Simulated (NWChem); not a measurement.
BeHBr; SMILES [BeH][Br]

```xyz
3

Be     0.0000     0.0000    -1.6531
H      0.0000     0.0000    -2.9766
Br     0.0000     0.0000     0.3069
```
Atoms are numbered in this order, from 1.

Level: B3LYP/6-31G* (spherical d) (NWChem), optimised geometry, unscaled harmonic frequencies. This build's default masses of Se (78.918 u) and Br (79.917 u) are each other's, which moves their modes by up to 0.6 %.

| frequency (cm⁻¹) | IR intensity (km/mol) |
|---|---|
| 517 | 132.0 |
| 517 | 132.0 |
| 698 | 73.9 |
| 2215 | 150.2 |

```yaml
zero_point_energy: 5.6 kcal/mol
thermal correction to the enthalpy at 298.15 K (with zero-point energy): 8.0 kcal/mol
heat capacity Cv: 8.2 cal/(mol K)
entropy at 298.15 K and 1 atm (symmetry number 1): 55.3 cal/(mol K)
dipole_moment: 0.47 D
```

Rigid rotor and harmonic oscillator.
